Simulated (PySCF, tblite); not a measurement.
Isomers of C4H10OSSi2, one GFN2-xTB conformer each. Single-point energies are computed at PBE0/pcSseg-1 (PySCF, gas phase, no added dispersion term), electronic only.

Question: Rank them by PBE0/pcSseg-1 energy, lowest first (kcal/mol).
A. `[CH3:1][C:2](=[S:3])[Si@H:4]1[CH2:5][CH2:6][SiH2:7][O:8]1` with C1–C2–Si4–C5 -90°, C2–Si4–C5–C6 143°, Si4–C5–C6–Si7 -30°, C5–C6–Si7–O8 21°, C6–Si7–O8–Si4 -1°
B. `[CH3:1][S:2][Si@@H:3]([OH:4])[C:5]#[C:6][CH2:7][SiH3:8]` with C1–S2–Si3–O4 -176°, S2–Si3–O4–H 27°

Answer: A (0.0), B (36.0).

As drawn, the lower has a C=S bond, which the higher lacks; the higher has a C≡C bond and an O–H bond, which the lower lacks. GFN2-xTB itself gives, in the same order: 0.0, 35.1. Both levels put the same isomer lowest.

Question: Which frontier levels, dipoles and rotational constants go with these structures?

Answer: 
| SMILES | HOMO (eV, PBE0/pcSseg-1) | LUMO (eV) | dipole (D) | A, B, C (MHz) |
| --- | --- | --- | --- | --- |
| CC(=S)[Si@H]1CC[SiH2]O1 | -6.30 | -2.38 | 2.81 | 2657, 689.9, 611.2 |
| CS[Si@@H](O)C#CC[SiH3] | -6.71 | -0.43 | 2.91 | 1726, 571.8, 460.3 |

Question: What happens when harmonic zero-point energies from GFN2-xTB frequencies are added?

Answer: 
| SMILES | ZPE (kcal/mol) | electronic (kcal/mol) | with ZPE (kcal/mol) |
| --- | --- | --- | --- |
| CC(=S)[Si@H]1CC[SiH2]O1 | 80.5 | 0.0 | 0.0 |
| CS[Si@@H](O)C#CC[SiH3] | 76.0 | 36.0 | 31.5 |

The zero-point energies span 4.5 kcal/mol. The order is unchanged.
